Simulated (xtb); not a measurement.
hydrogen bromide (BrH), SMILES Br. All values are semi-empirical tight-binding results from xtb (GFN2-xTB unless named), good for trends rather than for accurate numbers. The structure is a stationary point at GFN2-xTB.

Computed properties:
```
Item                                                   Value
---------------------------------------------  -------------
point group as xtb finds it                              C∞v
orbital gap                                          7.07 eV
static polarisability (D4 model)                  23.8 bohr³
solvation energy, GFN2-xTB/ALPB(water)         -3.7 kcal/mol
solvation energy, GFN2-xTB/ALPB(acetonitrile)  -3.5 kcal/mol
```
